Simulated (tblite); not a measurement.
Compound: C₇H₁₂OSi.
Numbering: `[CH2:1]=[CH:2][O:3]/[CH:4]=[CH:5]/[C:6](=[CH2:7])[SiH2:8][CH3:9]` (hydrogens: H10, H11 on C1; H12 on C2; H13 on C4; H14 on C5; H15, H16 on C7; H17, H18 on Si8; H19, H20, H21 on C9)

Structure optimised with GFN2-xTB, isolated species.

Give the optimised bond lengths and angles.

```tsv
bond	length (Å)	order
C1=C2	1.324	double
C2–O3	1.354	single
O3–C4	1.355	single
C4=C5	1.334	double
C5–C6	1.447	single
C6=C7	1.338	double
C6–Si8	1.895	single
Si8–C9	1.896	single
C1–H10	1.074	single
C1–H11	1.073	single
C2–H12	1.087	single
C4–H13	1.085	single
C5–H14	1.082	single
C7–H15	1.080	single
C7–H16	1.076	single
Si8–H17, Si8–H18	1.472	single
C9–H19, C9–H20, C9–H21	1.086	single
```

Bonds in one row agree within 0.01 Å and their mean is given. Orders are formal, as drawn. A selection of angles:
```tsv
angle	degrees
C1–C2–O3	122.0
C2–O3–C4	118.6
O3–C4–C5	121.3
C4–C5–C6	125.0
C5–C6–C7	118.7
C5–C6–Si8	120.2
C7–C6–Si8	121.0
C6–Si8–C9	110.7
```

Dihedral angles: C1–C2–O3–C4 -179° (antiperiplanar); C2–O3–C4–C5 -179° (antiperiplanar); O3–C4–C5–C6 180° (antiperiplanar); C4–C5–C6–C7 180° (antiperiplanar); C5–C6–Si8–C9 179° (antiperiplanar). The mirror-image conformer, all signs reversed, is as good.

The 4 C–C bonds span 1.324 Å (C1=C2, drawn double) to 1.447 Å (C5–C6, drawn single), a spread of 0.123 Å. Si8 (SiH2 silicon) is tetrahedral (angles from 108.7° to 110.7°). Of the pairs four or more bonds apart, Si8···H13 is among the closest relative to their van der Waals radii: 2.79 Å, 84 % of the sum of Bondi's values. The 9 heavy atoms lie in one plane (0.011 Å rms).

Point group: near Cs, missed by 0.13 Å at most; the miss may be what the optimiser left on a soft mode. Its GFN2-xTB frequencies are all real (lowest 48 cm⁻¹). The numbers are those of one conformer. 3 starts were optimised and ended at 0.00, 0.25 and 1.60 kcal/mol (GFN2-xTB); the lowest of these is shown.

The numbers are calculated, not measured.
